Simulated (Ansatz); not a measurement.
Species: H4O3Si, SMILES `O[SiH](O)O` (charge 0, multiplicity 1).

Problem. Give a relaxed geometry from PBE0-D4/def2-TZVP in Ansatz (a program for electronic structure).

Solution. One answer among several that fit: the end point of this relaxation, one of several conformers (outside a Z-matrix the atoms follow the SMILES, hydrogens last).
Cartesian coordinates (Å) in one orientation:
```xyz
8

O     -1.343    -0.759    -0.337
Si     0.019    -0.020     0.170
O     -0.077     1.564    -0.206
O      1.289    -0.668    -0.621
H     -1.398    -1.713    -0.263
H      0.183    -0.192     1.635
H     -0.828     2.064     0.115
H      2.154    -0.276    -0.493
```
